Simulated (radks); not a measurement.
Ionisation ladder of ytterbium, from Yb66+ to Yb69+. Each ion is in the ground configuration listed by NIST, and IE = E(next ion) - E(this ion), with E = 0 for the bare nucleus. All-electron calculation, scalar-relativistic Kohn-Sham, PBE, spin-unpolarised, spherical densities, point nucleus. Program: a radial shooting solver on a logarithmic mesh with Libxc functionals.

species  configuration  E (hartree)  IE, Delta-SCF (eV)  -e(HOMO) (eV)  HOMO  <r> HOMO (bohr)  IE, NIST (eV)    kind  error (eV)
Yb66+         [He] 2s2   -6488.5258             17113.5        16976.2    2s           0.0797          17050  theory       +63.5
Yb67+         [He] 2s1   -5859.6167             17387.8        17254.6    2s           0.0794        17365.4  theory       +22.3
Yb68+             [He]   -5220.6283               70479          69888    1s           0.0196        70123.0  theory      +355.5
Yb69+              1s1   -2630.5886               71582          71060    1s           0.0195        71574.6  theory        +7.3

Reference values: NIST Atomic Spectra Database (exp. = measured, semi-emp. = semi-empirical, theory = theoretical value adopted there). The ionisation energy per charge of the ion left behind rises most, in proportion, at Yb68+ ([He]), from 255.70 to 1021.4 eV. Spin polarisation and multiplet splitting are left out, so open shells lie too high by an amount that depends on their filling. Nuclear size, the Breit interaction and QED, all absent here, shift the 1s and 2s values of heavy ions.

Beside tabulated values, note that spin-unpolarised runs miss the spin-polarisation part of the exchange energy of open shells.
